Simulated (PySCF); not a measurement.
Si²⁺ (silicon, charge +2) across methods

[Ne] 3d2, high-spin 3F determinant (an excited configuration). Computed with PySCF 2.14 in aug-cc-pV(Q+d)Z, with the non-relativistic Hamiltonian (point nucleus). The B2PLYP total includes its PT2 part (frozen core); its orbital energies are those of the SCF part.

| method | E (hartree) | mean ε 2p α (eV) | mean ε 2p β (eV) | mean ε 3d α (eV) | Σ⟨r²⟩ (bohr²) | ⟨S²⟩ |
| --- | --- | --- | --- | --- | --- | --- |
| LDA | -286.0223 | -125.30 | -125.14 | -14.375 | 19.70 | 2.000 |
| MN15 | -287.0865 | -131.14 | -130.97 | -15.032 | 19.67 | 2.000 |
| r2SCAN | -287.1711 | -127.30 | -127.17 | -14.512 | 19.86 | 2.000 |
| PBE0 | -287.0725 | -130.60 | -130.44 | -15.207 | 19.86 | 2.000 |
| M06 | -287.2051 | -131.18 | -131.09 | -15.077 | 20.20 | 2.000 |
| BLYP | -287.2240 | -125.19 | -125.09 | -14.466 | 19.46 | 2.000 |
| UHF | -286.70128 | -145.65 | -145.50 | -16.682 | 20.96 | 2.000 |
| PBE | -287.0619 | -125.20 | -125.05 | -14.596 | 19.61 | 2.000 |
| B2PLYP | -287.0652 | -136.30 | -136.16 | -15.704 | 20.13 | 2.000 |

The outer electron is Rydberg-like, and this basis confines it to a smaller radius and binds it less than a complete one would.
